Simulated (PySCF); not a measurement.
C5H8B2S.
Z-matrix (Å and degrees, PBE0-D3(BJ)/def2-SVP geometry), rows numbered from 1:
```
C 
S   1  1.8135
B   2  1.7795  1  106.70
C   3  1.5669  2  115.09  1   179.93
C   4  1.3545  3  119.70  2   178.84
B   5  1.5595  4  120.28  3    -0.66
C   6  1.5658  5  119.63  4     1.58
C   7  1.3542  6  120.72  5    -0.96
H   1  1.0978  2  110.92  3    61.04
H   1  1.0978  2  110.97  3   -61.40
H   1  1.0981  2  107.13  3   179.79
H   4  1.0988  3  120.48  2    -1.13
H   5  1.0978  4  119.05  3   179.98
H   6  1.2120  5  120.44  4  -178.17
H   7  1.0982  6  120.36  5   179.12
H   8  1.0976  3  121.57  2     1.25
```

Linear response at PBE0/def2-SVPD (PySCF, frozen core in the response, non-relativistic). The structure is a single PBE0-D3(BJ)/def2-SVP conformer in the gas phase; no vibrational or solvent corrections.

Static isotropic polarisability: 112.98 au (16.74 Å³), principal values 67.9, 102.4, 168.7 au.

Task: What is the polarisability at 1064 nm and at the sodium D line?

Result: 115.35 au at 1064 nm (+2.1 %), 122.05 au at 589.3 nm (+8.0 %). The rise at 589.3 nm is 3.83 times that at 1064 nm; a pure ω² law gives 3.26. The lowest singlet lies at 378 nm, shorter than both wavelengths.

Task: What is the isotropic C6 coefficient between two such molecules, C6 = (3/π)∫α(iω)² dω?

Result: 4176 au (Eh·bohr⁶) by a ten-point quadrature over imaginary frequencies, which is 2500 eV·Å⁶ or 241 J·nm⁶/mol.

Task: Which effective excitation energy ω̄ makes London's formula C6 = (3/4)α²ω̄ exact here?

Result: ω̄ = 4·C6/(3α²) = 0.436 Eh = 11.9 eV. A one-pole form α(ω) = α/(1 − ω²/ω̄²) fitted to the 1064 nm value gives 8.1 eV.

Task: What three-body coefficient follows from the one-pole estimate C9 = (3/4)·α·C6?

Result: 354000 au. This is an estimate from the two numbers above, not a computed integral.

Task: What n − 1 at the D line would an ideal gas of it have at 273.15 K and 1 atm (2.6868 × 10¹⁹ cm⁻³), by n − 1 = 2π·N·α′?

Result: 30.53 × 10⁻⁴, a formal value whether or not that pressure can be reached.

Task: How anisotropic is the static polarisability, by Δα² = ½[(α1 − α2)² + (α2 − α3)² + (α3 − α1)²]?

Result: Δα = 88.8 au, or 0.79 of the isotropic value.
